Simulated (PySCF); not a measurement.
Correlation energy of O (oxygen, neutral)

[He] 2s1 2p5, high-spin 3P determinant (an excited configuration). Computed with PySCF 2.14 in aug-cc-pwCVTZ, with the non-relativistic Hamiltonian (point nucleus). Frozen: 1s2; 6 electrons correlated.

| level | correlation energy (mhartree) |
| --- | --- |
| CCSD | -212.86 |
| (T) | -15.12 |
| CCSD(T) | -227.98 |

Diagnostics: T1 = 0.023, D1 = 0.0579, largest double amplitude 0.201.

**Question.** Is a single reference adequate?

**Answer.** Not fully. A double-excitation amplitude exceeds 0.15, a sign of near-degeneracy.
